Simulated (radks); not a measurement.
Values are calculated unless marked as measured or tabulated.
These are the eigenvalues of the occupied orbitals of an atom or ion with whole-number occupations (eV). Code: a radial shooting solver on a logarithmic mesh with Libxc functionals. Model: Dirac Kohn-Sham, PBE, spin-unpolarised, spherical densities, finite nucleus; Fermi nuclear charge, rms radius of each element as measured or else 0.836 A^(1/3) + 0.57 fm.

| orbital | eigenvalue |
|---|---|
| 1s1/2 | -1828.015 |
| 2s1/2 | -179.3608 |
| 2p1/2 | -135.9945 |
| 2p3/2 | -135.3371 |
| 3d3/2 | -21.1048 |

Which element is it, and in what charge state? The configuration may be excited. Open shells, if any, fill j = l - 1/2 first.

Answer. Z = 14, silicon, charge +3: Si3+ in [Ne] 3d1. The list shows which subshells hold electrons but not how many an open one holds; the 1s level, -67.178 hartree, gives Z - s = 11.6 by -(Z - s)^2/2, which with screening and relativity narrows Z to a few neighbours, and the depths of the outer levels then fix element, charge and occupations together.
